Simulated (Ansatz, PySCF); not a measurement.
System: TeF₂ (charge +1, doublet). 
Coordinates optimised at B3LYP-D3(BJ)/def2-TZVP (Ansatz, a first-principles code):
```xyz
3

Te     0.0257    -0.0148     0.3148
F      0.6168     1.2231    -0.9104
F     -0.7651    -1.1378    -0.9084
```
Charge +1, spin multiplicity 2.

Total electronic energies in hartree. Correlated levels leave the core frozen unless marked. UHF or UKS for open shells. Spin-orbit coupling is left out. Frozen are the shells of the preceding noble gas and the d and f shells that filled before the atom's block. Past Kr the def2 sets carry scalar-relativistic core potentials. Basis-set limits of correlation are two-point, X^-3; Hartree-Fock from the larger set. [CCSD(T)-MP2]/basis is that difference in the basis named.

| level | program | energy (Eh) |
|---|---|---|
| HF-D3(BJ)/def2-TZVPD | PySCF + dftd3 | -465.66247 |
| HF-D4/def2-TZVPD | PySCF + dftd4 | -465.65397 |
| PBE-D3(BJ)/def2-TZVPD | Ansatz + dftd3 | -467.28704 |
| BP86-D3(BJ)/def2-TZVPD | PySCF + dftd3 | -467.60312 |
| BP86-D4/def2-TZVPD | PySCF + dftd4 | -467.60271 |
| TPSS/def2-TZVPD | PySCF | [?] |
| PW6B95-D4/def2-TZVPD | PySCF + dftd4 | -467.83552 |
| M06-2X/def2-TZVPD | PySCF | -467.31608 |
| MP2/def2-SVP | Ansatz | -465.81382 |
| SCS-MP2/def2-SVP | Ansatz | -465.79571 |
| SCS-MP2/def2-SVPD | Ansatz | -465.84287 |
| CCSD/def2-SVP | Ansatz | -465.82087 |
| CCSD(T)/def2-TZVPPD | Ansatz | -466.29647 |
| RI-MP2/CBS(def2-TZVPPD,def2-QZVPPD)+[CCSD(T)-MP2]/def2-SVPD | Ansatz | -466.4024 |
| RI-MP2/CBS(def2-TZVPPD,def2-QZVPPD)+[CCSD(T)-MP2]/def2-TZVPPD | Ansatz | -466.4080 |

What belongs in the gaps?


- TPSS/def2-TZVPD, energy (Eh): -467.38600
